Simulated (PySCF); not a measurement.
# Computed structure and properties of [Pb(CH3)]+

System: [Pb(CH3)]+ (singlet); start: template (C3v). Method: PySCF 2.14.0, RKS BP86, Pb def2-SVP with ECP60, C def2-SVP, H def2-SVP; non-relativistic Hamiltonian with scalar-relativistic core potentials where named; density fitting; no spin-orbit coupling.

Input of the relaxation:

```python
mol = gto.M(atom='''
Pb    -0.00000    -0.00000    -0.16813
C      0.00001     0.00001     2.25437
H     -1.02766     0.00001     2.61768
H      0.51384    -0.88999     2.61767
H      0.51386     0.89000     2.61767''',
    basis={'Pb': 'def2-SVP', 'C': 'def2-SVP', 'H': 'def2-SVP'},
    ecp={'Pb': 'def2-SVP'},
    charge=1, spin=0)
mf = dft.RKS(mol, xc='B88,P86')
mf.grids.atom_grid = (50, 194)
mf = mf.density_fit()  # fitting sets: Pb def2-universal-JKFIT, C def2-universal-JKFIT, H def2-universal-JKFIT
mf.conv_tol = 1e-08; mf.max_cycle = 55
mf.kernel(dm0)  # dm0: converged density of the start geometry
# quasi-Newton relaxation in Cartesian coordinates to a largest gradient under 0.00045 Eh/bohr, steps kept in the point group
```

Run from Python with OMP_NUM_THREADS=2; the lines above give its settings. Where DIIS fails, smearing, a level shift and second-order steps follow.
It took 5.5 s on 2 threads of Arm Neoverse V2, on a shared host, from the converged density of the start.

Course of the relaxation:

| step | energy above end (eV) | largest force component within the symmetry (eV/Å) |
| --- | --- | --- |
| 0 | 0.1382 | 1.644 |
| 1 | 0.0337 | 0.759 |
| 2 | 0.0021 | 0.274 |
| 3 | 0.0001 | 0.043 |
| 4 | 0.0000 | 0.006 |

Relaxed geometry (C3v):

```xyz
5

Pb    0.0000    0.0000   -0.0486
C     0.0000    0.0000    2.2101
H    -1.0454    0.0000    2.5926
H     0.5227   -0.9054    2.5926
H     0.5227    0.9054    2.5926
```

```csv
contact,Å
Pb1–C2 (CH3),2.259
```

On the finer grid (75, 302):

- HOMO: -11.67 eV
- LUMO: -9.38 eV
- Dipole about the centre of mass: 0.80 D
- Set of Mulliken populations of Pb1 outside the core potential: s 3.97, p 6.97, d 10.05
- D3(BJ) dispersion energy (not in the energies): -0.137 eV

```tsv
atom	Mulliken (e)	Löwdin (e)	spin (e)
Pb1	1.01	1.05	0.00
C2	-0.42	-0.28	0.00
H3	0.14	0.08	0.00
H4	0.14	0.08	0.00
H5	0.14	0.08	0.00
```

On the grid (50, 194), as all that follows. Harmonic modes: a minimum; lowest 462 cm⁻¹ (negative: unstable), highest 3043 cm⁻¹, zero-point energy 0.890 eV.

Taking off one CH3 (charge -1, singlet; the rest: singlet) in vacuum, both parts rigid, costs 17.45 eV; the small basis without counterpoise inflates it. Most of it is the attraction of opposite charges; other ways to part are cheaper, and one spin state was tried for the rest.

Rigid scan of CH3 along the line from its metal, all other atoms held (where the atom bridges, its other bond changes as well):

(distance to C2 (Å), energy (eV)): (1.96, 0.761), (2.06, 0.291), (2.16, 0.063), (2.26, 0.000), (2.36, 0.049), (2.46, 0.171), (2.66, 0.537), (2.96, 1.182), (3.36, 1.969), (3.86, 2.699)

One start shape was tried, so this needn't be the lowest isomer.
